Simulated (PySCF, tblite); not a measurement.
Isomers of C5H14AlN. All values are computed: GFN2-xTB (tblite) harmonic vibrations without scaling, gas phase. The method is semi-empirical: single wavenumbers can be off by several per cent or more. Modes of hydrogen on aluminium can be 10 to 20 % off. One conformer each.

Electronic energies: PBE0-D3(BJ)/def2-SVP at its own geometries (PySCF, gas phase).

| SMILES | electronic energy, lowest = 0 (kcal/mol) |
| --- | --- |
| CC[CH2][AlH][N](C)C | 0.0 |
| C[CH2][Al@@H-]([NH3+])[CH]1CC1 | 8.9 |
| C=[CH][Al@H-]([NH3+])[CH](C)C | 9.9 |
| C[N@@H+]([AlH3-])C1CCC1 | 23.2 |

Task: How do GFN2-xTB zero-point energies change the relative energies?

Result: 
```json
{"SMILES": "CC[CH2][AlH][N](C)C", "ZPE (kcal/mol)": "111.0", "of it from modes above 1550 cm⁻¹": "57.1", "electronic (kcal/mol)": "0.0", "with ZPE, lowest = 0 (kcal/mol)": "0.0", "lowest mode (cm⁻¹)": "35", "rings": "0"}
{"SMILES": "C[CH2][Al@@H-]([NH3+])[CH]1CC1", "ZPE (kcal/mol)": "109.5", "of it from modes above 1550 cm⁻¹": "59.5", "electronic (kcal/mol)": "8.9", "with ZPE, lowest = 0 (kcal/mol)": "7.3", "lowest mode (cm⁻¹)": "29", "rings": "1"}
{"SMILES": "C=[CH][Al@H-]([NH3+])[CH](C)C", "ZPE (kcal/mol)": "108.5", "of it from modes above 1550 cm⁻¹": "61.6", "electronic (kcal/mol)": "9.9", "with ZPE, lowest = 0 (kcal/mol)": "7.3", "lowest mode (cm⁻¹)": "26", "rings": "0"}
{"SMILES": "C[N@@H+]([AlH3-])C1CCC1", "ZPE (kcal/mol)": "109.2", "of it from modes above 1550 cm⁻¹": "54.8", "electronic (kcal/mol)": "23.2", "with ZPE, lowest = 0 (kcal/mol)": "21.3", "lowest mode (cm⁻¹)": "27", "rings": "1"}
```

The zero-point energies span 2.5 kcal/mol, from `C=[CH][Al@H-]([NH3+])[CH](C)C` to `CC[CH2][AlH][N](C)C`. The order is unchanged, ties at the printed digit aside.

Task: And how do the electronic energies of GFN2-xTB itself compare?

Result: `CC[CH2][AlH][N](C)C` 13.9; `C[CH2][Al@@H-]([NH3+])[CH]1CC1` 46.0; `C=[CH][Al@H-]([NH3+])[CH](C)C` 55.3; `C[N@@H+]([AlH3-])C1CCC1` 0.0 kcal/mol, lowest = 0. Against the energies above, taken from the same isomer `CC[CH2][AlH][N](C)C`, the largest difference is 37.1 kcal/mol. The two levels were optimised apart and needn't hold the same conformer.

Task: What do entropy and thermal enthalpy add at 298.15 K and 1 bar (rigid rotor, harmonic oscillator, one conformer each)?

Result: 
```
                        SMILES  point group  symmetry number  S (cal/(mol K))  H − H(0) (kcal/mol)  ZPE + H − H(0) − TS (kcal/mol)
           CC[CH2][AlH][N](C)C           C1                1            106.7                 7.81                            87.1
C[CH2][Al@@H-]([NH3+])[CH]1CC1           C1                1            111.8                 8.47                            84.6
 C=[CH][Al@H-]([NH3+])[CH](C)C           C1                1            114.4                 8.95                            83.3
       C[N@@H+]([AlH3-])C1CCC1           C1                1             99.0                 6.92                            86.6
```
